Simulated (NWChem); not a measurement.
A series in which one site is exchanged, each optimised at B3LYP/6-31G* with NWChem, gas phase unless a solvent is named. All stand in one matching conformer (torsions within 35°), which need not be the lowest. Pople sets run with spherical d functions. Low-valent species are run as closed-shell singlets; no triplet was tried in these runs. This build's default masses of Se (78.918 u) and Br (79.917 u) are each other's, which moves their modes by up to 0.6 %.

A: N[Si]Cl (SiNH2Cl; site = Cl)
B: [SiH]N (SiNH$_{3}$; site = H)
C: [Si](F)N (SiNH2F; site = F)
D: N[Si]Br (SiNH$_{2}$Br; site = Br)

```
quantity                                                  A     B     C  D
-----------------------------------------------------  ----  ----  ----  -
orbital gap (eV), B3LYP/6-31G*                         5.28  4.54  5.75  ?
vertical ionisation energy, ΔSCF, B3LYP/def2-SVP (eV)  9.40  8.79  9.65  ?
lowest singlet excitation, B3LYP/def2-SVPD, TDA (eV)   4.79  3.74  5.54  ?
```

Question: Complete the blanks.

Answer: 
- orbital gap (eV), B3LYP/6-31G*, D: 5.07
- vertical ionisation energy, ΔSCF, B3LYP/def2-SVP (eV), D: 9.24
- lowest singlet excitation, B3LYP/def2-SVPD, TDA (eV), D: 4.41
